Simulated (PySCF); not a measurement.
Compound: C3H11FOSi2.
Z-matrix (Å and degrees, PBE0-D3(BJ)/def2-SVP geometry), rows numbered from 1:
```
C 
O   1  1.4025
Si  2  1.6474  1  126.04
F   3  1.6317  2  109.00  1    64.05
C   3  1.8574  2  107.70  1  -178.42
C   5  1.5340  3  116.02  2   174.93
Si  6  1.8962  5  117.48  3    61.90
H   1  1.1034  2  111.47  3   -72.25
H   1  1.1001  2  108.76  3   168.49
H   1  1.1054  2  112.05  3    49.13
H   3  1.4905  2  110.67  1   -51.63
H   5  1.1046  3  106.01  2   -61.62
H   5  1.1042  3  107.03  2    50.77
H   6  1.1040  5  109.63  3  -177.34
H   6  1.1046  5  110.69  3   -61.74
H   7  1.4963  6  108.15  5   167.18
H   7  1.4949  6  110.40  5    48.33
H   7  1.4926  6  112.05  5   -73.57
```

Theory: TDDFT CAM-B3LYP/def2-SVPD, vertical, gas phase, core orbitals frozen in the response in PySCF 2.14.0, density-fitted response routines.

Frontier orbitals with the atoms that hold most of them (Löwdin shares over 4%, at most four atoms; ? is withheld):

| orbital | ε (eV) | atoms |
| --- | --- | --- |
| HOMO-3 | -10.61 | O2 27%, Si7 15%, H18 10%, C1 9% |
| HOMO-2 | -10.31 | O2 17%, C6 16%, C5 14%, Si7 11% |
| HOMO-1 | -10.19 | ? |
| HOMO | -9.74 | ? |
| LUMO | 1.10 | Si7 24%, C6 14%, H14 9%, C5 8% |
| LUMO+1 | 1.30 | C1 27%, Si3 20%, O2 10%, H10 9% |
| LUMO+2 | 1.67 | Si7 24%, Si3 11%, O2 8%, H11 8% |

**Question.** Give the leading atoms of the HOMO-1.

**Answer.** O2 (bonded to C and Si) 45%; C1 (bonded to O and 3 H) 13%; C6 (bonded to C, Si and 2 H) 8%; H8 (bonded to C) 6%. By element: oxygen 45%, carbon 21% or more, hydrogen 6% or more.

**Question.** Which atoms hold the HOMO, and with what shares?

**Answer.** C6 (bonded to C, Si and 2 H) 18%; C5 (bonded to C, Si and 2 H) 17%; O2 (bonded to C and Si) 13%; Si7 (bonded to C and 3 H) 10%. By element: carbon 34% or more, oxygen 13%, silicon 10% or more.

**Question.** The HOMO–LUMO gap is 10.84 eV. Where does the response calculation put the lowest singlet, and from which orbitals?

**Answer.** S1 is at 7.79 eV (f = 0.016), 3.05 eV below the gap, made of HOMO→LUMO (76%), HOMO-1→LUMO (10%). Without the coupling terms of the response equations the lowest excitation would equal the gap.

Next come S2 at 8.04 eV (f 0.0060), HOMO-1→LUMO+1 (49%), HOMO→LUMO+1 (34%); S3 at 8.21 eV (f 0.0073), HOMO→LUMO+3 (38%), HOMO→LUMO+2 (33%); S4 at 8.36 eV (f 0.034), HOMO-2→LUMO (54%), HOMO-2→LUMO+1 (12%), HOMO-3→LUMO (12%); S5 at 8.48 eV (f 0.0035), HOMO-2→LUMO+1 (20%), HOMO-3→LUMO+1 (16%), HOMO-1→LUMO+1 (12%).

Löwdin shares depend on the basis, the more so with diffuse functions.

Time: 10 min; peak memory 1.4 GiB. Hardware: one thread of an Arm Neoverse N1, no GPU, shared host with 64 logical CPUs at a one-minute load of 61.

One conformer stands for the species.

Without π bonds the low states are Rydberg-like; a valence basis with one diffuse set may place them up to an eV too high.
